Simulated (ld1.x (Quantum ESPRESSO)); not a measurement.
**Transferability test, TM potential for Mo (Z = 42)**

Mo (Z = 42), norm-conserving Troullier–Martins (Kleinman–Bylander form), made with ld1.x (Quantum ESPRESSO) 7.5 (LDA (PZ), fully relativistic). Core [Ar] 3d10, reference 4s2 4p6 4d5 5s1 5p0. Waves: 4s (bound): rc 1.70 bohr; 4p (bound): rc 1.25 bohr; 4d (bound): rc 1.65 bohr. Local part: the d channel. Core correction: none.

Open shells are filled in proportion to 2j + 1 (rel_dist='average').

Occupied shells without a wave of their own: 5s. They enter only through the test configuration that unscreens the potential.

Energies are relative to the spin-unpolarised reference configuration 4s2 4p6 4d5 5s1 5p0; without spin polarisation the order of configurations can differ from experiment. The d channel is local and has no spin–orbit splitting in the pseudo-atom.

(1) Give the all-electron excitation energy and the error of the potential for: 4s2 4p6 4d5 5s0 5p0; 4s2 4p6 4d4 5s0 5p0; 4s2 4p6 4d3 5s0 5p0; 4s1 4p6 4d5 5s1 5p0; 4s2 4p6 4d4 5s2 5p0; 4s2 4p6 4d4 5s1 5p0; 4s2 4p6 4d5 5s0.5 5p0.

## Answers

(1)

```tsv
valence configuration	charge	ΔE all-electron (eV)	error AE − PS (meV)
4s2 4p6 4d5 5s0 5p0	+1	7.187	-353
4s2 4p6 4d4 5s0 5p0	+2	22.889	-538
4s2 4p6 4d3 5s0 5p0	+3	49.847	-763
4s1 4p6 4d5 5s1 5p0	+1	70.293	-73
4s2 4p6 4d4 5s2 5p0	0	0.138	+330
4s2 4p6 4d4 5s1 5p0	+1	8.262	+3.2
4s2 4p6 4d5 5s0.5 5p0	+0.5	2.864	-153
```

The 5s level has no wave, so the channel is fitted at the deeper level alone: the likely source of the large errors.
